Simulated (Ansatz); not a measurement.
Ansatz results at the PBE0-D4/def2-TZVP geometry: size of the dipole moment (B3LYP/def2-TZVPP) 1.42 D; size of the dipole moment (PBE/def2-TZVPP) 1.37 D; zero-point energy (PBE0-D4/def2-TZVP) 149.0 kJ/mol.

Question: Which molecule gave them?
A. `F[B]1N[SiH2][GeH2]1`
B. `CCCl`
C. `B[C@H]1C[Si@H]1Cl`
D. `C=CC(N)=O`

Answer: A. The others give `CCCl`: 2.04, 1.98, 175.1; `B[C@H]1C[Si@H]1Cl`: 2.15, 2.19, 197.5; `C=CC(N)=O`: 3.64, 3.54, 208.1.

B3LYP here is the variant with VWN-RPA as its local correlation; programs differ in this.
